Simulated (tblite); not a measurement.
Compound: C7H3N3S.
SMILES: `N#Cc1cccc2nsnc12`

Computed values, GFN2-xTB/tblite, gas phase, harmonic and unscaled. This tight-binding method is rough: wavenumbers can miss measured ones by several per cent, in bad cases by 10 to 20.

Harmonic wavenumbers (cm⁻¹): 104.0, 111.8, 174.4, 228.4, 357.8, 364.9, 415.3, 488.8, 494.3, 517.0, 591.4, 596.2, 600.1, 725.9, 743.2, 795.5, 840.9, 877.2, 889.3, 907.4, 920.2, 1047.4, 1091.0, 1169.0, 1232.9, 1309.9, 1311.4, 1335.3, 1396.4, 1492.2, 1528.7, 1576.9, 2373.2, 3090.7, 3099.6, 3114.7.

A = 1590, B = 967.4, C = 601.4 MHz; mass 161.005 u (most abundant isotopes); point group Cs, symmetry number 1.

Task: Zero-point energy?

Result: Half the sum of the wavenumbers: 18957 cm⁻¹ = 226.77 kJ/mol.

Task: Entropy at 273.15 K, 1 bar (ideal gas, RRHO, classical rotation)?

Result: Translation 170.41, rotation 125.39, vibration 71.50: S = 367.3 J/(mol K).

Task: And Cp and H(273.15 K) − H(0)?

Result: Cp = 130.15 J/(mol K), of which vibrations give 96.89 (their classical limit is 36 R = 299.3); H(273.15 K) − H(0) = 20.76 kJ/mol without the zero-point energy, 11.68 from vibrations.

Task: Which modes carry the vibrational entropy at 273.15 K?

Result: 104.0 cm⁻¹: 13.42; 111.8 cm⁻¹: 12.84; 174.4 cm⁻¹: 9.31; 228.4 cm⁻¹: 7.26; 357.8 cm⁻¹: 4.18; 364.9 cm⁻¹: 4.05 J/(mol K); the other 30 give 20.44 together.

Task: How do the functions run with temperature in this model?

Result: 
```tsv
T (K)	S (J/(mol K))	Cp (J/(mol K))	H − H(0) (kJ/mol)	G − H(0) (kJ/mol)	ln q(vib)
100	278.1	60.3	4.39	-23.43	0.62
200	331.7	99.9	12.34	-53.99	2.14
300	380.0	140.7	24.40	-89.60	3.97
500	467.7	203.4	59.29	-174.58	8.00
800	576.0	255.1	129.00	-331.81	14.01
1000	635.2	274.6	182.10	-453.08	17.72
```

q(vib) and H(0) count from the zero-point level.

Hindered rotation and anharmonicity are outside this model.
